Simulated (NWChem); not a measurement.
N#CC[SiH2]Cl (C$_{2}$H$_{4}$ClNSi), optimised at PBE0/def2-SVP with NWChem:

```
Quantity                           Result
---------------------------------  ------
highest occupied level (eV)         -8.88
orbital gap (eV)                     9.02
dipole (D)                           4.16
highest harmonic frequency (cm⁻¹)    3136
zero-point energy (kcal/mol)         34.6
```

All stand in one matching conformer (torsions within 35°), which need not be the lowest.

Question: One Cl atom is replaced by F, giving N#CC[SiH2]F (C₂H₄FNSi), optimised at the same level. How do these values move?

Answer: 
```csv
quantity,new value,change
highest occupied level (eV),-9.01,-0.13
orbital gap (eV),9.19,+0.17
dipole (D),4.22,+0.06
highest harmonic frequency (cm⁻¹),3133,-3
zero-point energy (kcal/mol),35.4,+0.8
```
